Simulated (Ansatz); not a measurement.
Mulliken charges of CH$_{3}$BFN (`FB1CN1`) from r2SCAN/def2-TZVPP in Ansatz (PBE0-D4/def2-TZVP geometry).

```json
{"atom": "F1", "x (Å)": "-1.046", "y (Å)": "-1.906", "z (Å)": "0.557", "charge (e)": "-0.292"}
{"atom": "B2", "x (Å)": "-0.440", "y (Å)": "-0.800", "z (Å)": "0.188", "charge (e)": "0.392"}
{"atom": "C3", "x (Å)": "0.402", "y (Å)": "0.465", "z (Å)": "0.449", "charge (e)": "-0.165"}
{"atom": "N4", "x (Å)": "-0.169", "y (Å)": "0.002", "z (Å)": "-0.855", "charge (e)": "-0.241"}
{"atom": "H5", "x (Å)": "1.488", "y (Å)": "0.428", "z (Å)": "0.535", "charge (e)": "0.067"}
{"atom": "H6", "x (Å)": "-0.032", "y (Å)": "1.373", "z (Å)": "0.867", "charge (e)": "0.067"}
{"atom": "H7", "x (Å)": "-0.142", "y (Å)": "0.370", "z (Å)": "-1.786", "charge (e)": "0.172"}
```

**Question.** By hand: the dipole of these point charges (1 e Å = 4.8032 D).

**Answer.** Σ q r = (0.180, 0.350, -0.170) e Å, of length 0.429 e Å = 2.06 D.

**Question.** How does the dipole of the full density compare? (Estimate.)

**Answer.** Ansatz gave: (0.110, 0.258, -0.236) e Å, 1.76 D; the point charges give 1.17 times that, at 17° from its direction.

Point charges leave out the atoms' own dipoles, such as those of lone pairs, and Mulliken's split depends on the basis, so the two needn't agree.
